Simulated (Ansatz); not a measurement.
Reaction (redistribution): `O[SiH2]S[SiH3]` + `C/C=C(\F)[SiH3]` → `F[SiH2]S[SiH3]` + `C/C=C(\O)[SiH3]`

Program: Ansatz. Geometries: PBE0-D4/def2-TZVP. ΔE: electronic, gas phase. CBS: MP2 limit from def2 TZ/QZ plus the TZ coupled-cluster correction, frozen cores. This one scheme is used for every species. Double bonds are as drawn, so ΔE can hold a change between cis and trans. Functionals use def2-TZVPP. One conformer a species, not always the lowest.

`O[SiH2]S[SiH3]`:

Cartesian coordinates in Å:
```
O 1.442 1.203 0.582
Si -0.071 0.929 1.159
S -1.453 0.398 -0.376
Si -0.390 -1.292 -1.154
H 1.537 1.853 -0.117
H 0.096 -0.170 2.133
H -0.670 2.134 1.785
H -1.389 -2.137 -1.852
H 0.656 -0.870 -2.117
H 0.241 -2.049 -0.043
```

`C/C=C(\F)[SiH3]`:

Cartesian coordinates in Å:
```
C -0.166 -1.027 1.826
C 0.344 -0.349 0.604
C -0.399 0.206 -0.347
F -1.754 0.175 -0.233
Si 0.226 1.060 -1.888
H -1.254 -1.029 1.859
H 0.208 -0.531 2.727
H 0.186 -2.062 1.868
H 1.419 -0.294 0.460
H 1.709 1.008 -1.857
H -0.284 0.371 -3.101
H -0.235 2.472 -1.918
```

`F[SiH2]S[SiH3]`:

Z-matrix (Å, degrees):
```
Si
S 1 2.114
F 1 1.598 2 111.3
H 1 1.479 2 111.3 3 118.6
H 1 1.479 2 106.5 3 -118.1
Si 2 2.147 1 98.9 3 -64.8
H 6 1.482 2 110.8 1 88.6
H 6 1.485 2 109.5 1 -32.4
H 6 1.482 2 106.6 1 -152.0
```

`C/C=C(\O)[SiH3]`:

Cartesian coordinates in Å:
```
C 1.904 -1.027 0.074
C 0.874 0.042 0.206
C -0.414 -0.082 -0.123
O -0.871 -1.282 -0.612
Si -1.612 1.331 0.120
H 2.312 -1.299 1.053
H 2.746 -0.683 -0.534
H 1.490 -1.924 -0.384
H 1.190 1.000 0.606
H -1.770 -1.189 -0.933
H -2.637 0.985 1.144
H -2.345 1.585 -1.153
H -0.867 2.544 0.534
```

Q: Is it downhill or uphill in electronic energy at CCSD(T)/CBS, and by how much? (Estimate.)

A: The calculation gave: Downhill: ΔE = -43.9 kJ/mol.

Q: What do these levels give: PBE-D4, ωB97X-V, PBE0, HF/def2-TZVPP, SCS-MP2/def2-QZVPP, HF/CBS(def2)? (An estimate is asked.)

A: Ansatz gave: PBE-D4 -41.3, ωB97X-V -39.2, PBE0 -41.5, HF/def2-TZVPP -36.5, SCS-MP2/def2-QZVPP -45.1, HF/CBS(def2) -38.3 kJ/mol.

Largest T1 diagnostic among the species: 0.012.

In def2-TZVPP, CCSD(T) changes the Hartree–Fock value by −5.4 kJ/mol (the triples alone add −0.7 kJ/mol) and MP2 by −9.3 kJ/mol.
